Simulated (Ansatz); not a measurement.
Ansatz (a first-principles code) input:

Ansatz 0.2 input:
```yaml
crystal:
  periodic: [false, false, false]
  atoms:
    - {symbol: Sr, position_ang: [0.18626027, -0.31630097, 0.11351357]}
    - {symbol: Cl, position_ang: [1.54378434, 0.76688219, -1.84975441]}
    - {symbol: Cl, position_ang: [-1.96013083, -0.05985650, 1.59601820]}
basis:
  gaussian:
    orbitals: def2-TZVP
hamiltonian:
  xc: b3lyp
  dispersion: d3bj
phonons: {temperatures: {t_min: 298.15, t_max: 298.15, t_step: 100}}
```

Problem. Which total energy does the run end on?

Solution. -951.36352 Eh (B3LYP-D3(BJ)/def2-TZVP). The basis has 107 functions.
